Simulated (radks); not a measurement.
Coulomb parameter of the 4d shell of the technetium ion Tc2+ in the model configuration [Kr] 4d4 5s1, as a second difference U = [E(n + 0.25) + E(n - 0.25) - 2 E(n)] / (0.25)^2 with all orbitals relaxed. "Bare": the charge of the atom changes with n. "Screened": the 5s shell takes up the change at fixed total charge, which measures U(4d,4d) + U(5s,5s) - 2 U(4d,5s). All-electron calculation, scalar-relativistic Kohn-Sham, r2SCAN, spin-unpolarised, spherical densities, finite nucleus; meta-GGA in the generalised Kohn-Sham scheme; Fermi nuclear charge, rms radius 4.4112 fm. Program: a radial shooting solver on a logarithmic mesh with Libxc functionals.

[
 {"case": "start", "configuration": "[Kr] 4d4 5s1", "E - E(n) (eV)": "0.000"},
 {"case": "bare +0.25", "configuration": "[Kr] 4d4.25 5s1", "E - E(n) (eV)": "-6.044"},
 {"case": "bare -0.25", "configuration": "[Kr] 4d3.75 5s1", "E - E(n) (eV)": "6.814"},
 {"case": "screened +0.25", "configuration": "[Kr] 4d4.25 5s0.75", "E - E(n) (eV)": "-1.456"},
 {"case": "screened -0.25", "configuration": "[Kr] 4d3.75 5s1.25", "E - E(n) (eV)": "1.536"}
]

U(bare) = 12.333 eV, U(screened by 5s) = 1.274 eV, against the Slater integral F0(4d,4d) = 15.863 eV with frozen orbitals.
